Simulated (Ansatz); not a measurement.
CH₃F₃Sn (`[CH3][Sn]([F])([F])[F]`), relaxed with RKS PBE0-D4/def2-TZVP in the Gaussian-basis code of Ansatz from a PBE-D4/def2-SVP geometry. The force threshold is 0.005 eV/Å; the program also tests the step.

Charge 0, multiplicity 1. Sn: def2 effective core potential.

Start:

```xyz
8

C     0.579    1.095    0.025
Sn   -0.422   -0.796   -0.022
F    -2.131   -0.810    0.906
F    -0.836   -1.442   -1.810
F     0.592   -2.241    0.796
H    -0.070    1.841   -0.469
H     0.749    1.362    1.085
H     1.540    0.991   -0.511
```

(1) By how much does the energy fall, and how many steps does the optimiser take? (Best estimate.)

(2) Which bonds change most? (Best estimate.)

(3) Give the relaxed structure. (An estimate is asked.)

## Answers

(1) Ansatz gave: 10.41 kJ/mol, in 4 steps.

(2) Ansatz gave: Sn2–F5 from 1.945 to 1.898 Å; Sn2–F4 from 1.945 to 1.898 Å; Sn2–F3 from 1.945 to 1.898 Å; C1–Sn2 from 2.141 to 2.102 Å.

(3) Ansatz gave: 
```xyz
8

C     0.567    1.073    0.026
Sn   -0.415   -0.786   -0.019
F    -2.085   -0.805    0.883
F    -0.817   -1.414   -1.764
F     0.566   -2.203    0.776
H    -0.068    1.811   -0.461
H     0.741    1.347    1.064
H     1.512    0.976   -0.505
```
